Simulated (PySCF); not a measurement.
Molecule: SMILES [C@H]([SiH2]CC)(F)[SiH3], C$_{3}$H$_{11}$FSi$_{2}$.

Geometry (Å), atoms numbered from 1 in this order:
```xyz
17

C     2.6071   -0.0615   -0.3019
C     1.1611    0.4199   -0.2420
Si   -0.0746   -0.8478    0.3934
C    -1.7681   -0.0114    0.6457
F    -1.5828    1.0222    1.5782
Si   -2.5864    0.7167   -0.9068
H     3.2843    0.7330   -0.6525
H     2.7240   -0.9162   -0.9873
H     2.9673   -0.3857    0.6874
H     0.8234    0.7624   -1.2357
H     1.0643    1.2955    0.4239
H    -0.2478   -1.9916   -0.5587
H     0.3768   -1.3857    1.7147
H    -2.4696   -0.7474    1.0833
H    -1.7053    1.7535   -1.5208
H    -3.8947    1.3413   -0.5508
H    -2.8085   -0.3882   -1.8897
```

Geometry PBE0-D3(BJ)/def2-SVP throughout; GIAO in PySCF, gas phase, one conformer, non-relativistic; equivalent atoms averaged; basis pcSseg-1.

For orientation, B3LYP gives these absolute shieldings σ: C1 168.6, Si3 372.0, Si6 410.6, F5 469.5, H14 26.43, H13 27.23, H15/H16/H17 27.45, H12 27.47, H7/H8/H9 30.24 ppm.

A run gave: C1 172.8, Si3 390.0, Si6 426.0, F5 470.9, H14 26.43, H13 27.22, H15/H16/H17 27.43, H12 27.46, H7/H8/H9 30.25 ppm (absolute shieldings σ).

Question: Which functional was used in that run?
A. KT2
B. B97-2
C. LDA
D. wB97X-D

Answer: B. F5 tells them apart best: B97-2 gives 470.9, wB97X-D gives 479.4, LDA gives 458.8, KT2 gives 449.5 ppm.
